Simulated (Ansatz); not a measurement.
The cluster Be₈ (the lowest singlet isomer of a short search), 8 atoms. Hardware: 4 threads of Intel Xeon 6975P-C on a shared host.

Correlated methods freeze no core orbitals.

(1) How many basis functions does each of these Ansatz runs have, and roughly what does it cost? PBE0/def2-TZVP, charge 0 singlet, energy, from earlier orbitals; CCSD(T)/def2-TZVPD, charge 0 singlet, energy, from earlier orbitals; BHLYP/def2-TZVP, charge 0 triplet, energy, from earlier orbitals; PBE0/def2-TZVP, charge 0 triplet, energy, from earlier orbitals; LC-ωPBE (ω = 0.10 bohr⁻¹)/def2-TZVP, charge 1 doublet at the geometry of the charge 0 singlet, energy, from earlier orbitals; PBE0/def2-SVP, charge 0 unrestricted singlet, energy with a search over starts; r2SCAN/def2-TZVP, charge 0 triplet, energy, from earlier orbitals; PBE0/def2-SVP, charge -1 doublet at the geometry of the charge 0 singlet, energy with a search over starts; r2SCAN/def2-SVP, charge 0 singlet, frequencies; BHLYP/def2-TZVP, charge 0 singlet, energy, from earlier orbitals; LC-ωPBE (ω = 0.30 bohr⁻¹)/def2-TZVP, charge -1 doublet at the geometry of the charge 0 singlet, energy, from earlier orbitals; r2SCAN/def2-SVP, charge 0 triplet, relaxation, 5 steps.

Results:

(1) Other jobs shared the machine, so times can vary by a factor of up to 3. A dash marks memory too small to be measured apart from the calling script's.

```tsv
run	functions	fitting or Cholesky vectors	wall time	peak host memory (GiB)
PBE0/def2-TZVP, charge 0 singlet, energy, from earlier orbitals	152	1128	0.95 s	–
BHLYP/def2-TZVP, charge 0 singlet, energy, from earlier orbitals	152	1128	2.9 s	–
PBE0/def2-TZVP, charge 0 triplet, energy, from earlier orbitals	152	1128	3.9 s	–
LC-ωPBE (ω = 0.30 bohr⁻¹)/def2-TZVP, charge -1 doublet at the geometry of the charge 0 singlet, energy, from earlier orbitals	152	1128	4.2 s	–
BHLYP/def2-TZVP, charge 0 triplet, energy, from earlier orbitals	152	1128	4.5 s	–
LC-ωPBE (ω = 0.10 bohr⁻¹)/def2-TZVP, charge 1 doublet at the geometry of the charge 0 singlet, energy, from earlier orbitals	152	1128	4.7 s	–
PBE0/def2-SVP, charge -1 doublet at the geometry of the charge 0 singlet, energy with a search over starts	72	1024	5 s	–
r2SCAN/def2-TZVP, charge 0 triplet, energy, from earlier orbitals	152	1128	6 s	–
PBE0/def2-SVP, charge 0 unrestricted singlet, energy with a search over starts	72	1024	10 s	–
CCSD(T)/def2-TZVPD, charge 0 singlet, energy, from earlier orbitals	176	1416	19 s	2.4
r2SCAN/def2-SVP, charge 0 singlet, frequencies	72	1072	20 s	–
r2SCAN/def2-SVP, charge 0 triplet, relaxation, 5 steps	72	1072	20 s	–
```
